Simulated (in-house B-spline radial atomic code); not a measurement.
Ionisation energies along the 58-electron series, configuration [Kr] 4d10 4f11 5s1, as differences of self-consistent energies. Dirac energy differences include first-order Breit, QED and recoil terms. NIST's values go from ground level to ground level; the uncertainty of those that are theory runs from under 0.1 % in few-electron ions to several per cent in heavy many-electron ones. Computed with a B-spline radial code for spherical atoms: Dirac-Hartree-Fock, average of the configuration, finite nuclei.

```json
{"ion": "Hf14+", "configuration after": "[Kr] 4d10 4f11", "ionisation energy (eV)": "319.6", "IE/(q+1)² (eV)": "1.4206", "-ε less Coulomb ΔSCF (eV)": "-", "Breit and QED recoil part (eV)": "-0.45246", "tabulated value (eV)": "334", "tabulated kind": "tabulated theory", "computed minus tabulated (eV)": "-14.4"}
{"ion": "Ta15+", "configuration after": "[Kr] 4d10 4f11", "ionisation energy (eV)": "351.6", "IE/(q+1)² (eV)": "1.3736", "-ε less Coulomb ΔSCF (eV)": "0.3971", "Breit and QED recoil part (eV)": "-0.49783", "tabulated value (eV)": "363", "tabulated kind": "tabulated theory", "computed minus tabulated (eV)": "-11.4"}
{"ion": "W16+", "configuration after": "[Kr] 4d10 4f11", "ionisation energy (eV)": "385.0", "IE/(q+1)² (eV)": "1.3323", "-ε less Coulomb ΔSCF (eV)": "0.38847", "Breit and QED recoil part (eV)": "-0.54644", "tabulated value (eV)": "387.9", "tabulated kind": "semi-empirical", "computed minus tabulated (eV)": "-2.9"}
```
